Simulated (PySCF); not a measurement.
Sb₂, SMILES [Sb]#[Sb]. Coordinates come from a B3LYP-D3(BJ)/def2-TZVP optimisation. The def2 effective core potentials stand for the cores of Sb; spin–orbit coupling is left out.

Computed equilibrium geometry at B3LYP-D3(BJ)/def2-TZVP (PySCF confirms it by a frequency run) as a Z-matrix, and its point group:
point group D∞h.
```
Sb
Sb 1 2.4879
```
